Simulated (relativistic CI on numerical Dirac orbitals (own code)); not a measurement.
**Sc³⁺ in a cubic cluster: L2,3 absorption with charge transfer**

Computed with a charge-transfer multiplet model of a cubic metal-ligand cluster with up to 2 ligand holes, Slater and spin-orbit integrals from Dirac-Coulomb-Breit ions, Slater integrals scaled by 0.8. The parameters are those of a tetrahedral site (10Dq negative, t2 hopping the larger). The ground state mixes d0 with configurations of k ligand holes L, whose averages lie at kΔ + k(k − 1)U_dd/2; a core hole lowers each added d electron by U_cd. 300 K, Lorentzian 0.4 eV and Gaussian 0.3 eV FWHM.

Atomic integrals in eV (Slater integrals scaled, ζ unscaled), ground: F2dd 4.710, F4dd 2.885, zeta_d 0.005; with the core hole: F2dd 4.710, F4dd 2.885, zeta_d 0.020, zeta_core 3.005, F2cd 4.113, G1cd 2.955, G3cd 1.675. Where a configuration has fewer than two d electrons, the dd integrals are those of d2.

Cluster parameters (eV): Δ = 5.9, U_dd = 4.6, U_cd = 5.7, 10Dq = -0.4, 10Dq(ligand) = 0, final-state hopping factor = 1.

| Case | n_d | d0 | d1L | d2L2 | S |
| --- | --- | --- | --- | --- | --- |
| V(eg) = 0.38 eV, V(t2g) = -0.64 eV | 0.08 | 0.92 | 0.07 | 0.00 | 0.00 |
| V(eg) = 0.68 eV, V(t2g) = -1.15 eV | 0.21 | 0.80 | 0.19 | 0.01 | 0.00 |
| V(eg) = 1.28 eV, V(t2g) = -2.16 eV | 0.45 | 0.60 | 0.36 | 0.05 | 0.00 |

Weights, n_d and S are thermal averages at 300 K. Photon energies count from the first peak over 30 % of the highest in each spectrum, which can be another peak from case to case. The parameters are a model scan and need not match a compound or its usual spin state. Peaks in eV (height, largest 100):
- V(eg) = 0.38 eV, V(t2g) = -0.64 eV: 0.0 (64), 4.3 (100)
- V(eg) = 0.68 eV, V(t2g) = -1.15 eV: 0.0 (82), 4.4 (100)
- V(eg) = 1.28 eV, V(t2g) = -2.16 eV: 0.0 (67), 2.6 (10), 4.2 (100)

Curve for V(eg) = 0.38 eV, V(t2g) = -0.64 eV (points under 2 left out, the grid thinned):

| E (eV) | Intensity |
| --- | --- |
| -1.5 | 2.1 |
| -1.3 | 2.8 |
| -1.2 | 3.2 |
| -1.0 | 3.9 |
| -0.8 | 5.3 |
| -0.6 | 8.8 |
| -0.5 | 12.2 |
| -0.3 | 27.0 |
| -0.1 | 54.9 |
| 0.1 | 60.7 |
| 0.2 | 48.1 |
| 0.4 | 22.1 |
| 0.6 | 10.4 |
| 0.7 | 7.7 |
| 0.9 | 4.9 |
| 1.1 | 3.5 |
| 1.3 | 2.8 |
| 1.4 | 2.6 |
| 1.6 | 2.3 |
| 1.8 | 2.3 |
| 2.0 | 2.5 |
| 2.1 | 2.7 |
| 2.3 | 3.4 |
| 2.5 | 4.7 |
| 2.6 | 5.3 |
| 2.8 | 6.0 |
| 3.0 | 6.3 |
| 3.2 | 7.1 |
| 3.3 | 7.8 |
| 3.5 | 10.8 |
| 3.7 | 17.1 |
| 3.9 | 30.6 |
| 4.0 | 43.7 |
| 4.2 | 85.3 |
| 4.4 | 97.9 |
| 4.5 | 80.9 |
| 4.7 | 40.8 |
| 4.9 | 19.6 |
| 5.1 | 10.9 |
| 5.2 | 8.6 |
| 5.4 | 5.8 |
| 5.6 | 4.1 |
| 5.8 | 3.1 |
| 5.9 | 2.7 |
| 6.1 | 2.1 |

A d0 ion has no d-d gap: its lowest excitations are ligand-to-metal charge transfer. With the core hole the configuration with one ligand hole lies at Δ + U_dd − U_cd = 4.8 eV above the one without, against Δ in the ground state. The added d electron screens the hole, so the order of the configurations is kept and charge-transfer satellites are weaker than in photoemission.
